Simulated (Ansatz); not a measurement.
(HBe-mu-Cl)2 (Be₂H₂Cl₂). The state is a singlet with charge 0. Geometry PBE-D4/def2-TZVP; atoms count from 1.

```tsv
atom	x (Å)	y (Å)	z (Å)
Be1	1.158	0.219	0.521
Be2	-1.158	-0.219	-0.521
Cl3	-0.060	1.467	-0.483
Cl4	0.059	-1.467	0.484
H5	2.364	0.446	1.063
H6	-2.364	-0.446	-1.063
```

Another isomer (singlet) lies 0.28 eV lower at PBE0-D4/def2-TZVP; other spin states weren't run for this one.

Question: Estimate the Mulliken populations from the PBE0/def2-TZVP orbitals of Ansatz.

Answer: 
```csv
atom,charge (e)
Be1,0.15
Be2,0.15
Cl3,-0.09
Cl4,-0.09
H5,-0.07
H6,-0.07
```
Mulliken values depend strongly on the basis.

Question: And the Mayer bond orders between heavy atoms (over 0.3)?

Answer: Be1–Cl3 0.75 (2.01 Å); Be1–Cl4 0.75 (2.01 Å); Be2–Cl3 0.75 (2.01 Å); Be2–Cl4 0.75 (2.01 Å).
